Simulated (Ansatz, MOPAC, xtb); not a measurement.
Spectroscopic constants of SF+, multiplicity 3 (lowest of 2S+1 = 1, 3, 5 at CCSD(T)/def2-TZVPP on PBE0 minima; our sources give no spin for the ground state, which may be another).

Constants: fifth-degree fit in 1/R to seven points, most abundant isotopes. Runs in def2 and cc sets follow the lowest solution found near the PBE0 minimum.

The values were computed with Ansatz (Gaussian basis) for Hartree–Fock, density functionals and correlated methods; MOPAC for AM1, PM7 (differences of heats of formation); xtb for the GFN methods.  The GFN methods have no spin term and hold the electronic entropy of 300 K.

```csv
level,r_e (Å),ω_e (cm⁻¹),B_e (cm⁻¹),α_e (cm⁻¹)
AM1,1.482,1017,0.644,0.00049
PM7,1.486,791,0.640,0.0025
GFN1-xTB,1.513,950,0.618,0.0046
GFN2-xTB,1.552,831,0.587,0.0046
SVWN5/def2-TZVPP,1.512,1019,0.619,0.0046
PBE/def2-TZVPP,1.530,977,0.604,0.0046
r2SCAN/def2-TZVPP,1.513,1021,0.618,0.0045
B97M-V/def2-TZVPP,1.505,1035,0.624,0.0046
B3LYP/def2-TZVPP,1.515,1015,0.616,0.0046
PBE0/def2-TZVPP,1.504,1052,0.625,0.0045
BHLYP/def2-TZVPP,1.490,1088,0.637,0.0045
CAM-B3LYP/def2-TZVPP,1.504,1052,0.625,0.0044
wB97X-V/def2-TZVPP,1.505,1063,0.624,0.0043
wB97M-V/def2-TZVPP,1.507,1054,0.623,0.0043
B2PLYP/def2-TZVPP,1.513,1020,0.618,0.0046
CCSD/aug-cc-pV(T+d)Z,1.506,1035,0.624,0.0047
CCSD/def2-TZVPP,1.503,1051,0.626,0.0047
CCSD/aug-cc-pV(Q+d)Z,1.500,1047,0.629,0.0046
CCSD/def2-QZVPP,1.499,1048,0.629,0.0047
CCSD(T)/aug-cc-pV(T+d)Z,1.515,1006,0.616,0.0048
CCSD(T)/def2-TZVPP,1.512,1023,0.619,0.0048
CCSD(T)/aug-cc-pV(Q+d)Z,1.509,1018,0.621,0.0047
CCSD(T)/def2-QZVPP,1.508,1019,0.622,0.0047
"CCSD(T)/CBS(aug-cc-pV(T+d)Z, aug-cc-pV(Q+d)Z)",1.506,1024,0.624,0.0047
"CCSD(T)/CBS(def2-TZVPP, def2-QZVPP)",1.506,1023,0.624,0.0047
```

Cores are frozen in the correlated methods. CBS: X⁻³ extrapolation of the correlation energy, Hartree–Fock from the larger set. The state that AM1, PM7 reach isn't checked; PM7 holds dispersion and hydrogen-bond terms.

Ansatz is a quantum-chemistry and plane-wave program.
